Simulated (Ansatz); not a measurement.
**Relative stability**

The two ends of one reaction step of GeH6O, singlet (PBE0-D4/def2-TZVP).

A:

| atom | x (Å) | y (Å) | z (Å) |
| --- | --- | --- | --- |
| Ge1 | -0.3198 | 0.2832 | -1.1131 |
| O2 | 0.5862 | -0.7922 | -0.0140 |
| H3 | 0.2661 | 1.7066 | -1.0518 |
| H4 | -1.7544 | 0.2423 | -0.5819 |
| H5 | -0.2338 | -0.2550 | -2.5541 |
| H6 | 0.0642 | -0.2891 | 2.4310 |
| H7 | -0.1281 | -0.0524 | 3.1143 |
| H8 | 1.5194 | -0.8434 | -0.2304 |

B:

| atom | x (Å) | y (Å) | z (Å) |
| --- | --- | --- | --- |
| Ge1 | -0.6370 | 1.0379 | -0.3767 |
| O2 | 0.6924 | -1.7896 | 0.5176 |
| H3 | -1.2284 | 2.3958 | -0.7996 |
| H4 | -1.7605 | 0.0012 | -0.3050 |
| H5 | 0.4143 | 0.6249 | -1.4150 |
| H6 | 1.0132 | -1.6286 | 1.4079 |
| H7 | 0.0250 | 1.2100 | 0.9972 |
| H8 | 1.4809 | -1.8515 | -0.0264 |

Computed with Ansatz 0.2.0 (basis: def2-TZVPP); correlated methods freeze the cores. Filled d shells of the heavier atoms are correlated. The def2 sets are not built for correlating such inner shells, so the correlated values are less sure here. B3LYP uses VWN-RPA correlation.

**Question.** Which structure is lower at CCSD(T), and by how much? (Judge from chemistry; the value comes from the calculation.)

**Answer.** Computed: B, by 0.059 eV (electronic energy, against the other). By their contacts, A is a complex of GeH₄O ([OH][GeH3]) + H₂ and B is a complex of GeH₄ + H₂O.

**Question.** Do the other methods give the same order? (Judge from chemistry; the calculation decides.)

**Answer.** By the calculation: Not all: MP2 gives the other order.

```json
{"method": "SPW92", "E(B) − E(A) (eV)": "-0.167"}
{"method": "PBE-D4", "E(B) − E(A) (eV)": "-0.082"}
{"method": "BLYP-D4", "E(B) − E(A) (eV)": "-0.008"}
{"method": "r2SCAN-D4", "E(B) − E(A) (eV)": "-0.047"}
{"method": "B97M-V", "E(B) − E(A) (eV)": "-0.099"}
{"method": "PBE0-D4", "E(B) − E(A) (eV)": "-0.118"}
{"method": "B3LYP-D4", "E(B) − E(A) (eV)": "-0.050"}
{"method": "r2SCAN0-D4", "E(B) − E(A) (eV)": "-0.089"}
{"method": "BHLYP-D4", "E(B) − E(A) (eV)": "-0.075"}
{"method": "CAM-B3LYP-D4", "E(B) − E(A) (eV)": "-0.066"}
{"method": "wB97X-V", "E(B) − E(A) (eV)": "-0.055"}
{"method": "wB97M-V", "E(B) − E(A) (eV)": "-0.080"}
{"method": "B2PLYP", "E(B) − E(A) (eV)": "-0.029"}
{"method": "PBE-QIDH", "E(B) − E(A) (eV)": "-0.079"}
{"method": "RPA on PBE", "E(B) − E(A) (eV)": "-0.040"}
{"method": "HF", "E(B) − E(A) (eV)": "-0.079"}
{"method": "MP2", "E(B) − E(A) (eV)": "0.002"}
{"method": "CCSD", "E(B) − E(A) (eV)": "-0.084"}
{"method": "CCSD(T)", "E(B) − E(A) (eV)": "-0.059"}
```

No T1 diagnostic of these runs exceeds 0.012.

Labels in which every atom is bracketed show which atoms are joined, not bond orders.

For scale, one of the runs: CCSD(T)/def2-TZVPP, 163 basis functions, launched by `ansatz run in.yaml --threads 2 --pin off --events-out ev --progress --plain --max-ram 4352MiB`. Hardware: 2 CPU threads of an Arm Neoverse V2, shared host. Wall time 34 s; peak host memory 1.3 GiB.
